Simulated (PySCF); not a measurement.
C3H10O3Si.
Geometry (GFN2-xTB, Å), atoms numbered from 1 in this order:
```
atom  x, y, z in Å
C1     3.2629    0.7342    0.4247
O2     1.8815    0.5895    0.4889
Si3    1.0095   -0.5001   -0.3167
O4    -0.4517   -0.1207    0.2480
C5    -1.6463   -0.7598   -0.0854
C6    -2.7932   -0.0078    0.5908
O7    -2.8747    1.3136    0.1308
H8     3.5572    1.5049    1.1372
H9     3.5771    1.0324   -0.5784
H10    3.7668   -0.2016    0.6775
H11    1.0954   -0.3192   -1.7695
H12    1.3858   -1.8768    0.0199
H13   -1.7836   -0.7494   -1.1724
H14   -1.6253   -1.8030    0.2480
H15   -3.7471   -0.4853    0.3580
H16   -2.6346   -0.0282    1.6786
H17   -1.9869    1.6894    0.1967
```

The closed-shell ground state was solved at several levels (PySCF, density fitting, gas phase, non-relativistic).

| level | basis functions | HOMO (eV) | LUMO (eV) | gap (eV) | dipole (D) |
| --- | --- | --- | --- | --- | --- |
| PBE0/def2-SVPD | 233 | -7.82 | 0.16 | 7.98 | 2.75 |
| PBE0/pcSseg-1 | 176 | -7.62 | 0.55 | 8.17 | 2.87 |

What might wB97X-D/def2-SVPD (233 basis functions) give for the same quantities?

HOMO -9.77 eV, LUMO 1.87 eV, gap 11.64 eV, dipole 2.83 D.

Over all these levels, which gives the widest orbital gap and which the narrowest?

wB97X-D/def2-SVPD (range-separated hybrid) has the widest, 11.64 eV, and PBE0/def2-SVPD (global hybrid, 25 % exact exchange) the narrowest, 7.98 eV. The two share the basis. From the narrowest to the widest the HOMO moves by -1.95 eV and the LUMO by +1.71 eV.

How far do the dipole and the HOMO energy spread over the levels?

The dipole runs from 2.75 to 2.87 D (mean 2.82 D) and the HOMO from -9.77 to -7.62 eV.

One conformer stands for the species.
